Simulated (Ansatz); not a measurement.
Consider the ligand exchange at the Si–O bond: `[OH][Al]([Br])[O][SiH3]` + `NC[SiH2]S` → `NC[SiH2]S[SiH3]` + `[OH][Al]([OH])[Br]`.

Isolated molecules relaxed with PBE0-D4/def2-TZVP in Ansatz; ΔE leaves out vibrations. CCSD(T)/CBS is the MP2 limit (def2-TZVPP, def2-QZVPP) plus CCSD(T) − MP2 in def2-TZVPP, frozen cores. DFT in def2-TZVPP. B3LYP here is the variant with VWN-RPA as its local correlation; programs differ in this. For Br outer-core shells are correlated without core-valence functions, which leaves a few kJ/mol of doubt a bond. Scalar relativity is left out up to krypton. Each species was taken in one conformer, which may not be the lowest.

`[OH][Al]([Br])[O][SiH3]`:

```xyz
9

O     0.692   -2.729    0.342
Al   -0.292   -1.375    0.492
Br   -2.248   -1.620    1.541
O     0.152    0.119   -0.115
Si    0.055    1.709   -0.460
H     1.543   -2.706   -0.092
H     1.254    2.403    0.078
H     0.007    1.893   -1.933
H    -1.164    2.306    0.146
```

`NC[SiH2]S`:

Cartesian coordinates in Å:
```
N -0.230 0.564 -1.716
C 0.332 0.644 -0.373
Si -0.647 -0.506 0.747
S 0.203 -0.645 2.710
H 0.182 1.252 -2.334
H -0.064 -0.346 -2.126
H 0.192 1.658 0.015
H 1.410 0.431 -0.298
H -0.709 -1.849 0.108
H -2.021 0.002 0.972
H 1.351 -1.207 2.295
```

`NC[SiH2]S[SiH3]`:

```xyz
14

N    -2.382    0.068   -0.387
C    -1.143   -0.230   -1.104
Si    0.124   -1.187   -0.088
S     0.514   -0.140    1.747
Si    2.003    1.186    0.985
H    -2.860   -0.787   -0.128
H    -2.176    0.559    0.476
H    -1.382   -0.796   -2.011
H    -0.701    0.708   -1.454
H     1.410   -1.398   -0.814
H    -0.446   -2.498    0.321
H     2.193    2.249    2.001
H     1.560    1.794   -0.297
H     3.284    0.472    0.754
```

`[OH][Al]([OH])[Br]`:

Z-matrix (Å, degrees):
```
Al
O 1 1.680
Br 1 2.252 2 120.9
O 1 1.680 2 118.2 3 180.0
H 2 0.956 1 122.6 3 0.0
H 4 0.956 1 122.6 2 180.0
```

```csv
level,ΔE (kJ/mol),difference from CCSD(T)/CBS
PBE-D4,23.1,-21.2
r2SCAN-D4,37.4,-6.9
B3LYP-D4,45.0,0.7
ωB97X-V,44.9,0.6
PBE,28.3,-16.0
r2SCAN,38.6,-5.7
MP2/def2-TZVPP,43.5,-0.8
CCSD(T)/def2-TZVPP,47.8,3.5
SCS-MP2/def2-QZVPP,50.9,6.6
CCSD/CBS(def2),50.1,5.8
CCSD(T)/CBS,44.3,0
```

Largest T1 diagnostic among the species: 0.011.

In def2-TZVPP, CCSD(T) changes the Hartree–Fock value by −28.3 kJ/mol (the triples alone add −5.8 kJ/mol) and MP2 by −32.6 kJ/mol. The D4 term adds −8.5 kJ/mol with B3LYP and −4.6 kJ/mol with PBE0; it sums over pairs of atoms, weighted by their polarisabilities, and B3LYP, whose exchange is more repulsive, gets the larger term.
